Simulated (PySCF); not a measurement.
Sc (scandium, neutral) across methods

[Ar] 3d1 4s2, 2D determinant. Computed with PySCF 2.14 in aug-cc-pVTZ with one added diffuse shell each of s, p, d, f, g type (9s8p6d4f3g, 118 functions), with the non-relativistic Hamiltonian (point nucleus).

| method | E (hartree) | mean ε 3d α (eV) | mean ε 4s α (eV) | mean ε 4s β (eV) | Σ⟨r²⟩ (bohr²) | ⟨S²⟩ |
| --- | --- | --- | --- | --- | --- | --- |
| UHF | -759.73965 | -9.565 | -5.883 | -5.567 | 53.11 | 0.762 |
| PBEsol | -759.490 | -3.442 | -4.114 | -3.892 | 49.13 | 1.104 |
| M06 | -760.589 | -4.680 | -4.629 | -4.671 | 48.87 | 0.764 |
| r2SCAN0 | -760.575 | -5.385 | -4.815 | -4.584 | 49.78 | 1.026 |
| LDA | -758.673 | -3.600 | -4.275 | -4.051 | 49.15 | 0.970 |
| PBE | -760.394 | -3.529 | -4.112 | -3.906 | 49.27 | 1.101 |

(1) Estimate the same row for PBE0.

## Answers

(1) E (hartree) = -760.433; mean ε 3d α (eV) = -5.261; mean ε 4s α (eV) = -4.770; mean ε 4s β (eV) = -4.568; Σ⟨r²⟩ (bohr²) = 50.03; ⟨S²⟩ = 0.872.
